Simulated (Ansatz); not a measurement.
Geometry optimisation, Ansatz 0.2.0, RKS BLYP-D4/def2-SVP.

input.yaml

```yaml
crystal:
  periodic: [false, false, false]
  atoms:
    - { symbol: B, position_ang: [-1.9257, 0.2324, 0.2016] }
    - { symbol: C, position_ang: [-0.5605, 0.7449, -0.347] }
    - { symbol: Si, position_ang: [-0.025, 0.18801, -2.01195] }
    - { symbol: C, position_ang: [-1.12884, 0.85148, -3.37663] }
    - { symbol: B, position_ang: [0.01137, 2.12592, 0.17977] }
    - { symbol: O, position_ang: [0.47305, 0.7209, 0.57293] }
    - { symbol: H, position_ang: [-2.1517, -0.8698, 0.3737] }
    - { symbol: H, position_ang: [-2.8302, 1.0627, 0.262] }
    - { symbol: H, position_ang: [0.00265, -1.33411, -2.09637] }
    - { symbol: H, position_ang: [1.34606, 0.65709, -2.32825] }
    - { symbol: H, position_ang: [-1.20302, 1.92974, -3.28483] }
    - { symbol: H, position_ang: [-2.1911, 0.44156, -3.14287] }
    - { symbol: H, position_ang: [-0.86621, 0.51173, -4.27812] }
    - { symbol: H, position_ang: [-0.4242, 3.13558, 0.52654] }
basis:
  gaussian: { orbitals: def2-SVP }
hamiltonian:
  xc: blyp
  dispersion: d4
relax:
  f_tol: 0.015
  max_steps: 40
```

Command:

```bash
$ ansatz run input.yaml --threads 2 --pin off --max-ram 3072MiB --backend cpu --events-out ev --progress --plain --runs-dir out
```

Task: Where does it end, and by what steps?

Result: The forces met the threshold. The force dipped under the threshold on the way, but the program's further checks kept it going. After 18 steps the energy has fallen by 2.553 eV; H7 moved furthest, 1.30 Å.

| step | energy less start (eV) | largest force component (eV/Å) | accepted |
| --- | --- | --- | --- |
| 0 | 0.0000 | 6.109 | yes |
| 1 | -1.3781 | 2.959 | yes |
| 2 | -1.8911 | 1.381 | yes |
| 3 | -2.0973 | 0.753 | yes |
| 4 | -2.2760 | 0.466 | yes |
| 5 | -2.3820 | 0.508 | yes |
| 6 | -2.4709 | 0.356 | yes |
| 7 | -2.5229 | 0.202 | yes |
| 8 | -2.5462 | 0.136 | yes |
| 9 | -2.5488 | 0.105 | yes |
| 10 | -2.5499 | 0.139 | yes |
| 11 | -2.5512 | 0.119 | yes |
| 12 | -2.5521 | 0.107 | yes |
| 13 | -2.5528 | 0.135 | yes |
| 14 | -2.5533 | 0.026 | yes |
| 15 | -2.5533 | 0.042 | no |
| 16 | -2.5534 | 0.008 | yes |
| 17 | -2.5535 | 0.010 | yes |
| 18 | -2.5535 | 0.011 | yes |

```xyz
14
Properties=species:S:1:pos:R:3
B -2.081 0.370 0.118
C -0.678 0.644 -0.377
Si 0.016 0.305 -2.117
C -1.293 0.774 -3.402
B 0.100 1.732 0.462
O 0.508 0.524 0.780
H -2.309 0.060 1.268
H -3.003 0.525 -0.659
H 0.382 -1.147 -2.229
H 1.267 1.114 -2.308
H -1.591 1.837 -3.296
H -2.201 0.150 -3.288
H -0.898 0.627 -4.428
H 0.308 2.884 0.726
```

Whether the end is a true minimum wasn't checked by a vibrational analysis.

Run time: 29 s on 2 threads of Intel(R) Xeon(R) 6975P-C (Granite Rapids), with other jobs on the host, peak memory 0.19 GiB.
